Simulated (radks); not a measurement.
Species: the mercury ion Hg71+. Configuration: [He] 2s2 2p5 (the NIST ground configuration). Method: scalar-relativistic Kohn-Sham, PBE, spin-polarised, spherical densities, finite nucleus; open shells are filled with parallel spins first (spin-orbit coupling, left out, can overturn this in heavy ions); Fermi nuclear charge, rms radius 5.4648 fm; computed with a radial shooting solver on a logarithmic mesh with Libxc functionals.

Radial electron density D(r) = 4 pi r^2 rho(r):

r (bohr),D(r) (e/bohr),spin D(r)
0.001475,18.64,0.00121
0.001816,24.74,0.00302
0.002254,32.74,0.00703
0.002797,42.58,0.0154
0.003472,54.23,0.0327
0.004274,66.76,0.0658
0.005305,80.29,0.133
0.006584,92.84,0.263
0.008106,102.1,0.496
0.01006,106.7,0.932
0.01249,104.9,1.69
0.01537,97.67,2.89
0.01908,87.73,4.77
0.02368,81.14,7.38
0.02939,83.26,10.5
0.03618,93.75,13.4
0.04491,105.8,15.2
0.05574,106.5,14.8
0.06862,89.27,11.9
0.08517,57.86,7.53
0.1057,27.39,3.53
0.1301,9.276,1.20
0.1615,1.901,0.250
0.2005,0.2189,0.0296
0.2488,0.01237,0.00174
0.3063,0.0003406,0.0000499

D(r) has 2 maxima, at r = 0.0106, 0.0506 bohr, and minima at 0.0252 bohr, inside which lie 2.08 electrons.
